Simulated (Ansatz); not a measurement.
`BO[SiH](C)F` and `BC[SiH](C)F` differ in one atom or group.

Ansatz, PBE0-D4/def2-TZVP geometries, multiplicity 1. Each molecule was computed in one conformer, which needn't be the lowest.

```csv
property,`BO[SiH](C)F`
HOMO–LUMO gap (B3LYP/def2-TZVPP) / eV,7.38
HOMO energy (B3LYP/def2-TZVPP) / eV,-8.36
LUMO energy (PBE0/def2-TZVPP) / eV,-0.72
LUMO energy (ωB97M-V/def2-TZVPP) / eV,1.16
HOMO energy (PBE0/def2-TZVPP) / eV,-8.54
HOMO–LUMO gap (ωB97M-V/def2-TZVPP) / eV,12.07
```

Task: What does the change do to each property? (An estimate is asked.)

Result: Ansatz gave: 
```
                               property  `BC[SiH](C)F`  shift
  HOMO–LUMO gap (B3LYP/def2-TZVPP) / eV           7.02  -0.36
    HOMO energy (B3LYP/def2-TZVPP) / eV          -8.72  -0.36
     LUMO energy (PBE0/def2-TZVPP) / eV          -1.48  -0.76
  LUMO energy (ωB97M-V/def2-TZVPP) / eV           0.43  -0.73
     HOMO energy (PBE0/def2-TZVPP) / eV          -8.94  -0.40
HOMO–LUMO gap (ωB97M-V/def2-TZVPP) / eV          11.61  -0.46
```

With PBE0 the HOMO falls by 0.40 eV and the LUMO falls by 0.76 eV, so the gap narrows by about 0.36 eV. PBE moves the HOMO by -0.57 eV and ωB97M-V by -0.26 eV.

B3LYP here is the variant with VWN-RPA as its local correlation; programs differ in this.
